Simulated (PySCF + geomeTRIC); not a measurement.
A geometry relaxed with ωB97X-D3(BJ)/def2-TZVP run with PySCF + geomeTRIC, charge 0, multiplicity 1:

```xyz
9

Si     1.7669    -0.3971     0.3529
Si    -1.6286    -0.0393    -0.1373
H      1.4977    -1.5010     1.2992
Si     0.3440     1.1543    -0.0454
H     -1.4163    -1.2319     0.7237
H     -1.9988    -0.4778    -1.5052
H     -2.7622     0.7419     0.4181
F      3.3550    -0.3123     0.1809
H      0.6957     2.0775    -1.1504
```

Task: Write the SMILES of this molecule.

Result: `F/[SiH]=[SiH]/[SiH3]`
